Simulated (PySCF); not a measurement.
## Partial charges of `CC1=C[Si@H](C#N)C=CC[SiH2]1`

C7H11NSi2.
SMILES with atom numbers: `[CH3:1][C:2]1=[CH:3][Si@H:4]([C:5]#[N:6])[CH:7]=[CH:8][CH2:9][SiH2:10]1` (hydrogens: H11, H12, H13 on C1; H14 on C3; H15 on Si4; H16 on C7; H17 on C8; H18, H19 on C9; H20, H21 on Si10)

Cartesian coordinates in Å at the GFN2-xTB level; atoms count from 1:
```
atom  x, y, z in Å
C1     2.813    0.617    0.495
C2     1.378    0.320    0.167
C3     0.538    1.312   -0.145
Si4   -1.295    1.187   -0.551
C5    -2.022    2.851   -0.097
N6    -2.463    3.873    0.173
C7    -2.176   -0.087    0.506
C8    -1.845   -1.374    0.481
C9    -0.787   -1.939   -0.394
Si10   0.959   -1.524    0.257
H11    3.470    0.131   -0.225
H12    3.062    0.222    1.479
H13    3.013    1.687    0.485
H14    0.944    2.322   -0.155
H15   -1.533    1.038   -1.998
H16   -2.958    0.240    1.179
H17   -2.336   -2.079    1.143
H18   -0.892   -3.020   -0.461
H19   -0.881   -1.537   -1.404
H20    1.928   -2.254   -0.577
H21    1.076   -1.969    1.653
```

Density: PBE0/pcSseg-1 (PySCF); schemes: Mulliken, IAO, Hirshfeld and ESP-fitted. One conformer (not necessarily the lowest) at the GFN2-xTB geometry, without solvent, vibrations or thermal averaging.

Q: Atoms with like bonding are taken together and averaged. Which atoms carry the lowest charge in the Mulliken, IAO, Hirshfeld and ESP-fitted schemes?

A: The schemes don't all agree: Mulliken C9 (-0.549); IAO C9 (-0.551); Hirshfeld N6 (-0.207); ESP-fitted C1 (-0.529).

Q: For which atoms does the sign change between the 4 schemes (beyond +0.03 e in one, beyond −0.03 e in another)?

A: C2 and C5.

Q: What partial charge does each atom carry?

A: In e; atoms taken as equivalent share a row and are averaged (×n: the atom named and its like, n in all):

```tsv
atom	environment	Mulliken	IAO	Hirshfeld	ESP-fitted
C1	allylic carbon	-0.188	-0.420	-0.115	-0.529
C2	fully substituted alkene carbon	-0.514	-0.212	-0.066	+0.154
C3	alkene CH carbon	-0.349	-0.431	-0.144	-0.409
Si4	SiH silicon	+0.928	+0.877	+0.385	+0.354
C5	cyano carbon	-0.206	-0.146	-0.031	+0.251
N6	cyano nitrogen	-0.214	-0.203	-0.207	-0.424
C7	alkene CH carbon	-0.431	-0.466	-0.155	-0.356
C8	alkene CH carbon	-0.120	-0.091	-0.021	-0.120
C9	sp3 carbon bound to silicon	-0.549	-0.551	-0.154	-0.307
Si10	SiH2 silicon	+0.728	+0.747	+0.339	+0.353
H11/H12/H13	methyl hydrogen	+0.129	+0.152	+0.049	+0.158
H14	vinylic hydrogen	+0.123	+0.151	+0.043	+0.181
H15	Si–H hydrogen	-0.041	-0.113	-0.066	-0.053
H16	vinylic hydrogen	+0.136	+0.167	+0.048	+0.173
H17	vinylic hydrogen	+0.115	+0.152	+0.052	+0.154
H18	methylene hydrogen	+0.164	+0.165	+0.052	+0.141
H19	methylene hydrogen	+0.178	+0.159	+0.047	+0.141
H20	Si–H hydrogen	-0.082	-0.122	-0.078	-0.105
H21	Si–H hydrogen	-0.064	-0.119	-0.076	-0.075
```

Mean size of the charges over all atoms: IAO 0.274 e, Mulliken 0.263 e, ESP-fitted 0.226 e, Hirshfeld 0.106 e. Each set sums to the total charge, 0, to within 0.001 e. The IAO scheme projects the occupied orbitals on a minimal set of polarised atomic orbitals and counts the electrons in each atom's part of it.

Q: Sum the charges by element, for elements with more than one atom.

A: 
| element | atoms | Mulliken | IAO | Hirshfeld | ESP-fitted |
| --- | --- | --- | --- | --- | --- |
| C | 7 | -2.358 | -2.317 | -0.686 | -1.316 |
| Si | 2 | +1.656 | +1.624 | +0.724 | +0.708 |
| H | 11 | +0.917 | +0.896 | +0.169 | +1.033 |

Q: How many electrons does the Mulliken scheme count on C8?

A: Z − q = 6 − (-0.120) = 6.120.
